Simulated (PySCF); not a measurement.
# Electron correlation in Ge⁺ (germanium, charge +1)

[Ar] 3d10 4s2 4p1, 2P determinant. Calculation: PySCF 2.14, in aug-cc-pVTZ-PP with ECP10MDF; scalar relativity through the core potential. Frozen: 3s2 3p6 3d10; 3 electrons correlated.

```tsv
level	correlation energy (mhartree)
CCSD	-51.34
(T)	-0.79
CCSD(T)	-52.13
CCSDT	-52.40
```

Diagnostics: T1 = 0.011, D1 = 0.0241, largest double amplitude 0.092.

Is a single reference adequate?

Mostly. T1 lies below 0.03, but a double amplitude of this size points to a near-degeneracy that CCSD handles and MP2 describes poorly.
